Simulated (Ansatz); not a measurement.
C2H4BN, SMILES `BC#CN`, relaxed with RKS PBE-D4/def2-SVP in Ansatz 0.2.0 from a rough embedded geometry. The force threshold is 0.03 eV/Å; the program also tests the step.

The species carries charge 0 and has multiplicity 1.

Start:

```xyz
8

B    -0.847    1.820   -0.204
C    -0.206    0.495   -0.059
C     0.307   -0.575    0.065
N     0.789   -1.904    0.210
H    -1.133    2.502    0.771
H    -0.982    2.373   -1.283
H     0.237   -2.698    0.465
H     1.834   -2.011    0.036
```

**Question.** By how much does the energy fall, and how many steps does the optimiser take? (Best estimate.)

**Answer.** Computed: 22.14 kcal/mol, in 9 steps, 1 of them rejected.

**Question.** Which bonds change most? (An estimate is asked.)

**Answer.** Computed: C3–N4 from 1.421 to 1.315 Å; C2–C3 from 1.193 to 1.251 Å; N4–H8 from 1.064 to 1.023 Å; N4–H7 from 1.000 to 1.023 Å.

**Question.** Give the relaxed structure. (Estimate.)

**Answer.** Ansatz gave: 
```xyz
8

B    -0.810    1.841   -0.196
C    -0.219    0.496   -0.053
C     0.283   -0.643    0.067
N     0.810   -1.841    0.195
H    -1.612    2.251    0.625
H    -0.501    2.554   -1.135
H     0.565   -2.453    0.978
H     1.484   -2.205   -0.482
```
